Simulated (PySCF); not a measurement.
Compound: C5H3ClO2.
Z-matrix (Å and degrees, PBE0-D3(BJ)/def2-SVP geometry), rows numbered from 1:
```
O 
C   1  1.1901
Cl  2  1.7753  1  121.86
C   2  1.4557  1  124.63  3   179.91
C   4  1.3742  2  128.83  1    -0.03
C   5  1.4188  4  105.97  2  -179.79
C   6  1.3702  5  105.64  4     0.01
O   7  1.3371  6  110.92  5    -0.03
H   5  1.0872  4  125.40  2     0.22
H   6  1.0874  5  127.74  4   179.96
H   7  1.0872  6  132.91  5   179.92
```

Computed with TDDFT wB97X-D/def2-SVPD, vertical, gas phase, core orbitals frozen in the response (PySCF).

Frontier orbitals with the atoms that hold most of them (Löwdin shares over 4%, at most four atoms; ? is withheld):

```
orbital  ε (eV)                            atoms
 HOMO-3  -11.27     Cl3 75%, C2 9%, O1 7%, C4 5%
 HOMO-2  -10.89    C5 26%, C6 26%, O8 23%, C7 7%
 HOMO-1  -10.62                                ?
   HOMO   -9.42   C4 26%, C7 25%, C6 14%, C5 11%
   LUMO       ?                                ?
 LUMO+1    2.09    C6 29%, C7 23%, O8 11%, C5 8%
 LUMO+2    2.10  Cl3 26%, C2 14%, C7 11%, C6 10%
```

**Question.** Which atoms hold the HOMO-1, and with what shares?

**Answer.** O1 (bonded to C) 55%; Cl3 (bonded to C) 31%; C2 (bonded to C, Cl and O) 7%.

**Question.** Give the leading atoms of the LUMO.

**Answer.** C2 (bonded to C, Cl and O) 23%; O1 (bonded to C) 20%; C5 (bonded to 2 C and H) 14%; C7 (bonded to C, O and H) 11%. By element: carbon 48% or more, oxygen 20% or more.

**Question.** What is the LUMO energy, and the HOMO–LUMO gap?

**Answer.** ε(LUMO) = -0.50 eV; the gap is 8.93 eV (0.3280 hartree).

**Question.** How does S1 compare with the orbital gap of 8.93 eV?

**Answer.** S1 is at 4.78 eV (f = 0.0001), 4.15 eV below the gap, made of HOMO-1→LUMO (90%). Its leading pair isn't HOMO and LUMO; the energies of that pair differ by 10.12 eV. 

**Question.** Give energy, strength and leading configuration of S1, S2 and S4, and follow the Löwdin shares of the leading atoms from the occupied to the empty orbital.

**Answer.** 
- S1 (4.78 eV, f 0.0001), HOMO-1→LUMO (90%): O1 55% → 20%, Cl3 31% → at most 11%, C2 7% → 23%
- S2 (5.04 eV, f 0.384), HOMO→LUMO (97%): C4 26% → at most 11%, C7 25% → 11%, C2 at most 11% → 23%, O1 at most 11% → 20%
- S4 (6.17 eV, f 0.021), HOMO-2→LUMO (90%): C5 26% → 14%, C6 26% → at most 11%, C2 at most 7% → 23%, O1 at most 7% → 20%

Löwdin shares depend on the basis, the more so with diffuse functions.

One conformer stands for the species.
